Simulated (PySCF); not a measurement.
All values below come from PySCF with PBE-D3(BJ)/def2-TZVP // r2SCAN-D4/def2-TZVP. Isolated molecules, 0 K electronic values unless said otherwise. Excitations are Tamm–Dancoff values on a coarser integration grid. The basis has no diffuse functions, so Rydberg states are missing or too high.

Reference species (SMILES): `CNC#N` (neutral, multiplicity 1).

```
Quantity                 Result
----------------------  -------
S1 oscillator strength    0.002
S1–T1 gap (TDA)         0.28 eV
```

Changed species: `NC#CN`.

Q: What does the change do to the S1 oscillator strength and S1–T1 gap (TDA)?

A: the S1 oscillator strength is nearly the same; the S1–T1 gap (TDA) decreases by 0.09 eV, to 0.19 eV.
